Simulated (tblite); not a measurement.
A tight-binding relaxation on `FC1=NN=C(F)C=[C]1` [radical].

Computed with GFN2-xTB geometry optimisation, gas phase (tblite 0.8.0). Start geometry: from a force field or distance geometry. The command runs a driver script over a list of jobs; the input below is this job's line of settings and its coordinates in Å.

Command:
```bash
OMP_NUM_THREADS=1 python probes_run.py task.json out
```

Input:
```
{"job": {"kind": "relax", "xc": "GFN2-xTB", "basis": "xTB"}, "charge": 0, "multiplicity": 2}
F      2.843500     0.427900     0.038400
C      1.516200     0.142900     0.004800
C      0.565000     1.127400     0.074100
C     -0.783800     0.796200     0.034300
C     -1.124900    -0.550100    -0.033800
F     -2.446800    -0.870100    -0.070400
N     -0.153400    -1.489000    -0.098200
N      1.144800    -1.147200    -0.062600
H     -1.547200     1.568200     0.088300
```

Output:
```
step      E/eV     max force
  0    -659.71897    3.115
  1    -659.93889    1.224
  2    -660.00276    0.845
  3    -660.05135    0.585
  4    -660.07066    0.498
  5    -660.08366    0.284
  6    -660.08744    0.199
  7    -660.08945    0.119
  8    -660.09058    0.100
  9    -660.09124    0.056
 10    -660.09143    0.030
 11    -660.09148    0.017
 12    -660.09149    0.014
 13    -660.09151    0.008
```

«max force» is the largest atomic force in eV/Å.

Summary of the converged run: energy lowered by 8.6 kcal/mol over 13 steps; largest atomic force 0.008 eV/Å at the end.

Time: under 0.1 s of wall time. Hardware: Arm Neoverse V2, one thread (shared host).
Labels such as C1 count atoms from 1, the log's own numbers from 0.
